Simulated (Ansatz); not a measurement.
Reaction (redistribution): `C[SiH2][GaH][NH2]` + `BCCN` → `BCC[SiH2]C` + `[NH2][GaH][NH2]`

Computed with Ansatz on PBE0-D4/def2-TZVP structures; ΔE is electronic, products minus reactants. CCSD(T)/CBS is the MP2 limit (def2-TZVPP, def2-QZVPP) plus CCSD(T) − MP2 in def2-TZVPP, frozen cores. DFT in def2-TZVPP. B3LYP here is the variant with VWN-RPA as its local correlation; programs differ in this. For Ga outer-core shells are correlated without core-valence functions, which leaves a few kJ/mol of doubt a bond. Scalar relativity is left out up to krypton. One conformer a species, not always the lowest.

```csv
level,ΔE (kJ/mol),difference from CCSD(T)/CBS
PBE-D4,-66.8,22.9
r2SCAN-D4,-81.3,8.4
PBE0-D4,-73.2,16.5
B3LYP-D4,-79.4,10.3
B2PLYP,-85.2,4.5
PBE,-64.7,25.0
PBE0,-71.4,18.3
B3LYP,-76.2,13.5
HF/def2-TZVPP,-89.4,0.3
SCS-MP2/def2-TZVPP,-94.3,-4.6
CCSD/def2-TZVPP,-87.3,2.4
CCSD(T)/def2-TZVPP,-86.3,3.4
HF/def2-QZVPP,-91.2,-1.5
SCS-MP2/def2-QZVPP,-97.2,-7.5
MP2/CBS(def2),-101.3,-11.6
CCSD/CBS(def2),-90.7,-1.0
CCSD(T)/CBS,-89.7,0
```

Largest T1 diagnostic among the species: 0.014.

From PBE to PBE0 (25 % exact exchange), in def2-TZVPP and without D4, ΔE moves by −6.7 kJ/mol. The D4 term adds −3.2 kJ/mol with B3LYP and −1.8 kJ/mol with PBE0; it sums over pairs of atoms, weighted by their polarisabilities, and B3LYP, whose exchange is more repulsive, gets the larger term.

CCSD(T)/CBS has its own doubt, a few kJ/mol and more with outer-core shells, so smaller differences from it don't rank the levels.
